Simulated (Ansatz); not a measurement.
Coupled-cluster diagnostics for the cluster Ti₂O₃⁺, Ansatz.

Geometry of the doublet (B3LYP-D4/def2-SVP):

```xyz
5

Ti   -0.4245    0.4897   -0.8192
Ti    0.4854   -0.1978    1.6361
O    -0.1533   -0.6430   -1.8785
O     1.1208    0.6746    0.2723
O    -1.0285   -0.3235    0.7893
```

Correlated methods freeze 13 core orbitals; core or outer-core shells of Ti are correlated, in sets that lack core-valence functions. The structure comes from a short search, and lower isomers may exist.

Question: Estimate the CCSD(T) correlation energy, the shares of MP2 and (T), T1 and the reference's ⟨S²⟩ for: charge 1, doublet, own geometry in def2-SVP; and the rough time on 4 threads of Intel Xeon on a shared host.

Answer: 
```json
{"state": "charge 1, doublet, own geometry", "basis": "def2-SVP", "correlation (eV)": "-32.421", "MP2 share (%)": "97.5", "(T) share (%)": "6.2", "T1": "0.037", "⟨S²⟩ (pure)": "0.76 (0.75)", "wall time": "39 s"}
```
Customary marks for T1 are 0.02 (closed shells), 0.045 (open shells) and about 0.05 (3d metals). T1 exceeds 0.02 in 1 of 1 rows and 0.045 in 0; the higher it lies, the less the single-reference result can be trusted.
